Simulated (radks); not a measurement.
Valence configurations of La I (all share [Xe]). Calculated with a radial shooting solver on a logarithmic mesh with Libxc functionals: scalar-relativistic Kohn-Sham, r2SCAN, spin-polarised, spherical densities, finite nucleus; open shells are filled with parallel spins first (spin-orbit coupling, left out, can overturn this in heavy ions); meta-GGA in the generalised Kohn-Sham scheme; Fermi nuclear charge, rms radius 4.855 fm. Energies are relative to 5d1 6s2; eigenvalues in eV for spin up.

valence,E (eV),moment (Bohr magnetons),e(4f),e(5d),e(6p),e(6s)
5d2 6s1,-0.285,3,-,-2.530,-,-3.678
5d1 6s2,0.000,1,-,-3.333,-,-3.916
5d3,0.839,3,-,-1.696,-,-
5d1 6s1 6p1,1.381,3,-,-4.184,-2.179,-4.848
6s2 6p1,2.242,1,-,-,-2.434,-5.119
6s1 6p2,3.740,3,-,-,-3.005,-5.906
6s0.5 6p2.5,5.178,3,-,-,-3.209,-6.062
4f2 5d1,5.581,3,-0.328,-3.500,-,-

NIST lists [Xe] 5d1 6s2 as the ground configuration; this level of theory puts 5d2 6s1 lower, by 0.285 eV. The energies are those of spherical high-spin densities, not of single terms. No valid solution was reached for [Xe] 4f1 5d1 6s1; [Xe] 4f1 6s2.
